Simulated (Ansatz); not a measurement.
`[OH][Sc]([F])[F]` + HCl → `[OH][Sc]([F])[Cl]` + H–F at 400 K and 1 bar (ligand exchange at the Sc–F bond).

Computed with Ansatz on PBE0-D4/def2-TZVP structures; ΔE is electronic, products minus reactants. CCSD(T)/CBS adds triple-zeta CCSD(T) − MP2 to the extrapolated MP2 energy (def2 sets, frozen cores). This one scheme is used for every species. For Sc outer-core shells are correlated without core-valence functions, which leaves a few kJ/mol of doubt a bond. Scalar relativity is left out up to krypton. Each species was taken in one conformer, which may not be the lowest.

```tsv
species	CCSD(T)/CBS energy (Eh)	H − E (kJ/mol)	S (J/(mol·K))
`[OH][Sc]([F])[F]`	-1035.77673	69.7	346.6
HCl	-460.38127	29.6	195.4
`[OH][Sc]([F])[Cl]`	-1395.76221	68.8	364.5
H–F	-100.39570	36.5	182.2
```

H − E and S are ideal-gas, rigid-rotor, harmonic terms from PBE0-D4/def2-TZVP, for one conformer and one mirror image of each species. 1 Eh = 2625.50 kJ/mol, R = 8.31446 J/(mol·K).

Question: By hand: ΔE, ΔH, ΔS and ΔG.

Answer: ΔE = (-1395.76221) + (-100.39570) − (-1035.77673) − (-460.38127) = 0.00009 Eh = 0.2 kJ/mol. Δ(H − E) = 68.8 + 36.5 − 69.7 − 29.6 = 6.0, so ΔH = 6.2 kJ/mol. ΔS = 364.5 + 182.2 − 346.6 − 195.4 = 4.7 J/(mol·K). ΔG = 6.2 − 400 × (4.7)/1000 = 4.3 kJ/mol.

Question: By hand: the equilibrium constant, and the temperature at which ΔG would vanish if ΔH and ΔS stayed fixed.

Answer: log₁₀ K = −ΔG/(RT ln 10) = -0.6. ΔG = 0 at ΔH/ΔS = 1319 K, though so small a ΔH makes that figure unsure.

The number of gas molecules stays the same, so ΔS is small and ΔH decides. The sign of ΔG lies within the doubt. A doubt of 5 kJ/mol in ΔE shifts log₁₀ K by 0.7 here. Other conformers and mirror images would add mixing entropy, several J/(mol·K) or more a flexible species. These are equilibria of isolated gas molecules and say nothing of rates. Largest T1 diagnostic: 0.017 (customary marks: 0.02 for closed shells, 0.045 for open ones).
